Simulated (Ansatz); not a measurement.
BBr, closed-shell singlet (the spin of the measured ground state), most abundant isotopes (11.0093 and 78.9183 u). Constants from fifth-degree fits in 1/R to seven points on the lowest solution found; no spin–orbit coupling, no relativity up to Kr; ω_e x_e and α_e move by some per cent with the fit.

Correlated levels freeze the inner cores; with def2 sets outer-core shells near the valence are correlated too. CBS(a, b) extrapolates the correlation energy as X⁻³ and adds the Hartree–Fock energy of set b.

Programs: Ansatz (Gaussian orbitals). Each number belongs to the level named beside it.

```
level                                r_e (Å)  ω_e (cm⁻¹)  ω_e x_e (cm⁻¹)  α_e (cm⁻¹)
-----------------------------------  -------  ----------  --------------  ----------
PBE/def2-TZVPP                        1.9088       660.9            3.45     0.00413
CCSD(T)/CBS(def2-TZVPP, def2-QZVPP)   1.8896       687.9            3.72     0.00428
```

D_e from total energies of the atoms and the molecule: 4.80 eV at PBE/def2-TZVPP; 4.60 eV at CCSD(T)/CBS(def2-TZVPP, def2-QZVPP).

Question: Derive the rotational constants, the centrifugal constant, the fundamental, the zero-point energy and the force constant, and test the Morse rule for the well depth.

Answer: 
μ = 9.66150 u.
- PBE/def2-TZVPP: B_e = 16.8576/(μ r_e²) = 0.47887 cm⁻¹; B₀ = B_e − α_e/2 = 0.47681 cm⁻¹; D = 4B_e³/ω_e² = 1.01e-06 cm⁻¹; fundamental ω_e − 2ω_e x_e = 654 cm⁻¹; zero-point energy ω_e/2 − ω_e x_e/4 = 330 cm⁻¹; k = μ(2πcω_e)² = 249 N/m; the line J = 1 ← 0 at 2B₀ = 28.59 GHz; a Morse well would hold ω_e²/(4ω_e x_e) = 3.92 eV against the computed D_e of 4.80 eV
- CCSD(T)/CBS(def2-TZVPP, def2-QZVPP): B_e = 16.8576/(μ r_e²) = 0.48865 cm⁻¹; B₀ = B_e − α_e/2 = 0.48651 cm⁻¹; D = 4B_e³/ω_e² = 9.86e-07 cm⁻¹; fundamental ω_e − 2ω_e x_e = 680 cm⁻¹; zero-point energy ω_e/2 − ω_e x_e/4 = 343 cm⁻¹; k = μ(2πcω_e)² = 269 N/m; the line J = 1 ← 0 at 2B₀ = 29.17 GHz; a Morse well would hold ω_e²/(4ω_e x_e) = 3.94 eV against the computed D_e of 4.60 eV

Doubts at one or more of the structures used: a restricted determinant that unrestricted orbitals would lower (CCSD(T)/CBS(def2-TZVPP, def2-QZVPP)).

Measured for the ground state: ω_e 684.31 cm⁻¹ [NIST CCCBDB].

Ansatz is a program for electronic structure.
